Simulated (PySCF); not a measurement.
**Where the electron goes**

Species: C3H5F2NO.
Geometry (GFN2-xTB, Å), atoms numbered from 1 in this order:
```
atom  x, y, z in Å
N1     1.9725   -0.3535    0.1881
C2     0.8630    0.3987    0.3316
O3     0.7749    1.2970    1.1338
C4    -0.2758    0.0445   -0.6241
C5    -1.5947    0.0715    0.1324
F6    -2.6450    0.0830   -0.7248
F7    -1.7361   -1.0534    0.8757
H8     2.7548   -0.1717    0.7958
H9     2.0296   -1.1272   -0.4490
H10   -0.1395   -0.9356   -1.0813
H11   -0.3227    0.8058   -1.4053
H12   -1.6800    0.9402    0.8012
```

Method used: TDDFT PBE0/def2-SVPD, vertical, gas phase, core orbitals frozen in the response (PySCF 2.14.0, density-fitted response routines).

Kohn–Sham orbitals with the atoms that hold most of them (Löwdin shares over 4%, at most four atoms; ? is withheld):

| orbital | ε (eV) | atoms |
| --- | --- | --- |
| HOMO-3 | -11.14 | C4 21%, F7 15%, O3 13%, H11 12% |
| HOMO-2 | -9.84 | F7 22%, F6 21%, C5 21%, C4 16% |
| HOMO-1 | -8.46 | N1 46%, O3 35%, C2 11% |
| HOMO | -7.98 | ? |
| LUMO | ? | ? |
| LUMO+1 | 0.35 | H9 26%, N1 16%, H10 13%, C4 11% |
| LUMO+2 | 1.27 | C5 24%, H12 14%, F6 12%, F7 10% |

Which atoms hold the HOMO, and with what shares?

O3 (bonded to C) 68%; C2 (bonded to C, N and O) 10%; C4 (bonded to 2 C and 2 H) 10%; N1 (bonded to C and 2 H) 6%. By element: oxygen 68%, carbon 20% or more, nitrogen 6%.

Give the leading atoms of the LUMO.

C2 (bonded to C, N and O) 35%; O3 (bonded to C) 25%; N1 (bonded to C and 2 H) 15%; C4 (bonded to 2 C and 2 H) 9%. By element: carbon 44% or more, oxygen 25%, nitrogen 15%.

What is the LUMO energy, and the HOMO–LUMO gap?

ε(LUMO) = 0.08 eV; the gap is 8.06 eV (0.2962 hartree).

The HOMO–LUMO gap is 8.06 eV. Where does the response calculation put the lowest singlet, and from which orbitals?

S1 is at 5.81 eV (f = 0.0003), 2.26 eV below the gap, made of HOMO→LUMO (96%). Without the coupling terms of the response equations the lowest excitation would equal the gap.

One configuration dominates each of S1, S2, S3 and S4. Which, and how do the shares of the two leading atoms of either orbital change from the occupied to the empty one?

- S1 (5.81 eV, f 0.0003), HOMO→LUMO (96%): O3 68% → 25%, C2 10% → 35%; low, almost dark, from the terminal oxygen into the C=O bond, the pattern of n→π*
- S2 (7.17 eV, f 0.017), HOMO→LUMO+1 (90%): O3 68% → at most 11%, C2 10% → at most 11%, H9 at most 6% → 26%, N1 6% → 16%
- S3 (7.41 eV, f 0.012), HOMO-1→LUMO+1 (94%): N1 46% → 16%, O3 35% → at most 11%, H9 at most 4% → 26%
- S4 (7.71 eV, f 0.178), HOMO-1→LUMO (75%): N1 46% → 15%, O3 35% → 25%, C2 11% → 35%

One conformer stands for the species.
